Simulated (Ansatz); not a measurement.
Cartesian coordinates in Å:
```
C 1.2833 0.3592 -0.5806
N 0.6762 -0.1452 0.4036
C -0.6963 0.0229 0.5391
N -1.2990 0.9742 1.1045
Te -1.8843 -1.5824 -0.1787
H 0.7774 0.9102 -1.3798
H 2.3633 0.2405 -0.6477
H -0.6421 1.6797 1.4411
H -0.5786 -2.4590 -0.7014
```

The species carries charge 0 and has multiplicity 1. Te takes the def2 core potential.

(1) List the ωB97M-V/def2-TZVPP orbital energies in eV (Ansatz). (An estimate is asked.)

## Answers

(1) Ansatz gave: Occupied: -395.72, -394.38, -284.23, -283.52, -175.09, -124.00, -123.88, -123.65, -47.01, -46.97, -46.76, -46.66, -46.64, -30.22, -27.73, -22.32, -20.81, -18.21, -17.38, -16.27, -14.43, -12.94, -12.57, -11.08, -10.80, -9.88, -8.55. Lowest empty: 0.43, 1.60, 2.02, 2.21, 3.34, 3.69, 4.32, 4.79.
